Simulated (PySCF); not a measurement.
Bi(F)(OH)2 (BiFH2O2), SMILES [OH][Bi]([OH])[F].

Geometry optimised at B3LYP-D3(BJ)/def2-SVP. The geometry has at least one imaginary mode, so it is a saddle point at that level. The def2 effective core potentials stand for the cores of Bi; spin–orbit coupling is left out. One conformer was computed; it need not be the lowest.

All values below come from PySCF with ωB97X/def2-TZVPD.

Isolated molecule, no solvent.

Computed frontier levels, gap, dipole moment and polarisability:
```json
{
 "highest_occupied_level": "-11.25 eV",
 "lowest_empty_level": "0.27 eV",
 "orbital_gap": "11.52 eV",
 "dipole_moment": "1.99 D",
 "quadrupole, principal values (traceless, Buckingham form, about the centre of nuclear charge)": "-8.32, -5.88, 14.20 D·Å",
 "mean_static_polarisability": "51.6 bohr³ (7.65 Å³)",
 "polarisability_principal_values": "47.5, 50.9, 56.4 bohr³"
}
```
